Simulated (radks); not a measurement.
Spherical quantum dot in the effective-mass picture: electrons in a parabolic well V = omega^2 r^2 / 2 with omega = 0.216, all in effective atomic units (hartree* = m*/eps^2 hartree, bohr* = eps/m* bohr), one dielectric constant everywhere. Calculated with a radial shooting solver with Libxc functionals: non-relativistic Kohn-Sham, PBEsol, spin-polarised, spherical densities. Levels are named by radial order and angular momentum (1s, 1p, 1d, 2s, ...), and open shells are averaged over m. Results are scaled to m* = 0.029 and eps = 12.6, for which hartree* = 4.971 meV and bohr* = 22.99 nm.

N = 5, configuration 1s2 1p(up 3, down 0). This is the lowest configuration that the search found. Occupied and some empty levels:

level,occupation,eigenvalue (meV),<r> (nm)
1s up,1,6.9063,77.06
1s down,1,7.1282,73.64
1p up,3,7.4795,92.56
1p down,0,7.7534,92.07
1d up,0,8.1812,104.6
1d down,0,8.4616,105.5
2s up,0,8.4647,91.46
2s down,0,8.6194,92.99
1f up,0,8.9699,115.1
1f down,0,9.2356,116.8

Energy (meV): total 22.9297, kinetic 3.6471, external 8.9707, Hartree 14.935, exchange-correlation -4.6228.
